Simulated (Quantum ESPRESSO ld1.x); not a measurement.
Results of a calculation; reference values are marked as such.
All-electron atom: the gold ion Au69+ in [He] 2s2 2p5.5 3s0.5 (fractional occupations, a model configuration).

Level of theory: Dirac Kohn-Sham, LDA (Slater exchange, Gunnarsson-Lundqvist correlation), spin-unpolarised, spherical densities, point nucleus; open shells are shared between the two j in proportion to 2j + 1 (ld1.x of Quantum ESPRESSO 7.5).

Energy parts (eV):
| part | energy |
|---|---|
| total | -343550 |
| kinetic | 410593 |
| electron-nucleus | -773430 |
| Hartree | 22969 |
| exchange-correlation | -3682 |

Orbitals (lengths in bohr, moments of r in powers of bohr; <r^-3> diverges for s and p1/2; r(90%) holds 90 % of the orbital's charge):
| orbital | occ. | eigenvalue (eV) | r(90%) | <r^-3> | small-component weight |
|---|---|---|---|---|---|
| 1s1/2 | 2 | -87209.2 | 0.0308 | - | 9.01e-02 |
| 2s1/2 | 2 | -20361.0 | 0.108 | - | 2.13e-02 |
| 2p1/2 | 1.83333 | -19896.7 | 0.0945 | - | 2.13e-02 |
| 2p3/2 | 3.66667 | -17985.1 | 0.105 | 21420 | 1.91e-02 |
| 3s1/2 | 0.5 | -8465.35 | 0.243 | - | 8.65e-03 |
| 3p1/2 | 0 | -8306.67 | 0.232 | - | 8.56e-03 |
| 3p3/2 | 0 | -7775.68 | 0.248 | 6350 | 7.98e-03 |
| 4s1/2 | 0 | -4584.44 | 0.433 | - | 4.64e-03 |

The highest occupied level is 3s1/2 at -8465.4 eV. The density falls to 0.001 e/bohr^3 at r = 0.45 bohr.
